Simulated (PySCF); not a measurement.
Isomers of C10H10O, from PBE0-D3(BJ)/def2-SVP geometry optimisation, gas phase in PySCF 2.14.0. One conformer each, no zero-point energy, no frequencies.

Task: Which isomer lies lower at this level?
A. `[O:1]=[C:2]1[CH2:3][CH2:4][CH2:5][c:6]2[cH:7][cH:8][cH:9][cH:10][c:11]21` with O1–C2–C3–C4 -152°, C2–C3–C4–C5 -56°, C3–C4–C5–C6 54°, C4–C5–C6–C7 153° (alpha-tetralone): A = 1887, B = 1076, C = 702.8 MHz, dipole 3.26 D
B. `[CH3:1][O:2][C:3]1=[CH:4][CH:5]=[CH:6][C:7]12[CH:8]=[CH:9][CH:10]=[CH:11]2` with C1–O2–C3–C4 0°: A = 1720, B = 1100, C = 801.9 MHz, dipole 1.45 D

Result: A. That is alpha-tetralone (`C1(=O)c2c(cccc2)CCC1`), 73.0 kcal/mol below the other.

```tsv
SMILES	mapped SMILES	E (Eh)	relative (kcal/mol)	relative (kJ/mol)	dipole (D)
O=C1CCCc2ccccc21	[O:1]=[C:2]1[CH2:3][CH2:4][CH2:5][c:6]2[cH:7][cH:8][cH:9][cH:10][c:11]21	-461.47987	0.0	0.0	3.26
COC1=CC=CC12C=CC=C2	[CH3:1][O:2][C:3]1=[CH:4][CH:5]=[CH:6][C:7]12[CH:8]=[CH:9][CH:10]=[CH:11]2	-461.36349	73.0	305.6	1.45
```

As drawn, the lower has an aromatic ring and a C=O bond, which the higher lacks; the higher has a C=C bond outside aromatic rings and a quaternary carbon, which the lower lacks.
